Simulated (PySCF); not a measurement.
methyltin triiodide (CH3I3Sn), SMILES [I][Sn]([I])([I])[CH3]. Atoms are numbered in the order given.

```xyz
8

C      0.0000     0.0000     2.7539
Sn     0.0000     0.0000     0.5933
I      2.2069     1.2741    -0.3489
I      0.0000    -2.5483    -0.3489
I     -2.2069     1.2741    -0.3489
H      0.0000     1.0440     3.0942
H     -0.9041    -0.5220     3.0942
H      0.9041    -0.5220     3.0942
```
Charge 0, spin multiplicity 1.

Geometry optimised at B3LYP-D3(BJ)/def2-SVP. The def2 effective core potentials stand for the cores of I, Sn; spin–orbit coupling is left out.

Level of theory: TDA-CAM-B3LYP/def2-SVPD (PySCF).

Vertical excitations; the highest root listed may be one member of a degenerate set. Gas-phase values at a fixed geometry. State labels are in the subgroup Cs.

### Question
Give excitation energies, oscillator strengths and character. (Estimate from the structure and the level; the computed values follow.)

### Answer

```json
[
 {"state": "S1", "symmetry": "A\"", "energy (eV)": "3.66", "λ (nm)": "338", "f": "0.000", "main pairs": "HOMO→LUMO 96 %"},
 {"state": "S2", "symmetry": "A\"", "energy (eV)": "3.88", "λ (nm)": "319", "f": "0.031", "main pairs": "HOMO−1→LUMO (degenerate set)"},
 {"state": "S3", "symmetry": "A'", "energy (eV)": "3.88", "λ (nm)": "319", "f": "0.031", "main pairs": "HOMO−2→LUMO (degenerate set)"},
 {"state": "S4", "symmetry": "A'", "energy (eV)": "4.02", "λ (nm)": "308", "f": "0.029", "main pairs": "HOMO−3→LUMO 93 %"},
 {"state": "S5", "symmetry": "A'", "energy (eV)": "4.12", "λ (nm)": "301", "f": "0.024", "main pairs": "HOMO−4→LUMO (degenerate set)"},
 {"state": "S6", "symmetry": "A\"", "energy (eV)": "4.12", "λ (nm)": "301", "f": "0.024", "main pairs": "HOMO−5→LUMO (degenerate set)"},
 {"state": "S7", "symmetry": "A\"", "energy (eV)": "5.78", "λ (nm)": "215", "f": "0.094", "main pairs": "HOMO−6→LUMO, HOMO→LUMO+1 (degenerate set)"},
 {"state": "S8", "symmetry": "A'", "energy (eV)": "5.78", "λ (nm)": "215", "f": "0.094", "main pairs": "HOMO−7→LUMO, HOMO→LUMO+2 (degenerate set)"},
 {"state": "S9", "symmetry": "A'", "energy (eV)": "5.93", "λ (nm)": "209", "f": "0.020", "main pairs": "HOMO−8→LUMO 41 %, HOMO−1→LUMO+2 24 %, HOMO−2→LUMO+1 24 %"},
 {"state": "S10", "symmetry": "A\"", "energy (eV)": "6.15", "λ (nm)": "201", "f": "0.000", "main pairs": "HOMO−1→LUMO+1 45 %, HOMO−2→LUMO+2 45 %"},
 {"state": "T1", "symmetry": "A\"", "energy (eV)": "3.31", "λ (nm)": "375", "f": "0", "main pairs": "HOMO→LUMO 93 %"},
 {"state": "T2", "symmetry": "A\"", "energy (eV)": "3.40", "λ (nm)": "365", "f": "0", "main pairs": "HOMO−1→LUMO (degenerate set)"},
 {"state": "T3", "symmetry": "A'", "energy (eV)": "3.40", "λ (nm)": "365", "f": "0", "main pairs": "HOMO−2→LUMO (degenerate set)"},
 {"state": "T4", "symmetry": "A'", "energy (eV)": "3.51", "λ (nm)": "354", "f": "0", "main pairs": "HOMO−3→LUMO 92 %"}
]
```
Triplets are in the Tamm–Dancoff approximation.
